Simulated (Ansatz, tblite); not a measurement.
Isomers of Cs2F3 (doublet), found by a short tight-binding search and relaxed with r2SCAN-D4/def2-SVP in Ansatz.

In the def2 sets Cs takes a core potential; there is no spin–orbit coupling. The xTB rows come from tblite. LC-ωPBE has ω = 0.4 bohr⁻¹. Correlated methods freeze 3 core orbitals; core or outer-core shells of Cs are correlated, in sets that lack core-valence functions. In CCSD on the charge 0 doublet the largest single amplitude is 0.17, so its Hartree–Fock determinant may place the open shell otherwise than the density functionals do.

Other spin states were run for one of them alone.

A:

```xyz
5

Cs    0.4502   -2.0295   -0.0832
Cs    0.0826    2.0140    0.5169
F    -0.4064    0.1987   -1.5885
F    -1.6438   -0.1380   -0.0794
F     1.5174   -0.0452    1.2342
```

B:

```xyz
5

Cs   -1.4406   -0.3741    1.3651
Cs    1.4423    0.3746   -1.3629
F    -1.2866    0.7326   -1.1588
F     0.8873    1.1037    1.2406
F     0.3976   -1.8367   -0.0840
```

**Question.** Estimate which lies lowest at each level, and how far above it the others are (kcal/mol).

**Answer.** 
| level | A | B |
| --- | --- | --- |
| GFN1-xTB | 1.9 | 0.0 |
| GFN2-xTB | 9.7 | 0.0 |
| HF/def2-SVP | 0.0 | 14.4 |
| PBE-D4/def2-TZVP | 0.0 | 5.2 |
| r2SCAN-D4/def2-TZVP | 0.0 | 10.4 |
| PBE0-D4/def2-TZVP | 0.0 | 18.7 |
| BHLYP-D4/def2-TZVP | 0.0 | 31.0 |
| LC-ωPBE/def2-TZVP | 0.0 | 31.5 |
| MP2/def2-SVP | 0.0 | 29.1 |
| CCSD/def2-SVP | 0.0 | 33.8 |
| CCSD(T)/def2-SVP | 0.0 | 35.3 |
Point groups (tolerance 0.1 Å): A C2v, B D3h. A and B have the same bonds, so they are conformers or stereoisomers. Lower isomers may exist.
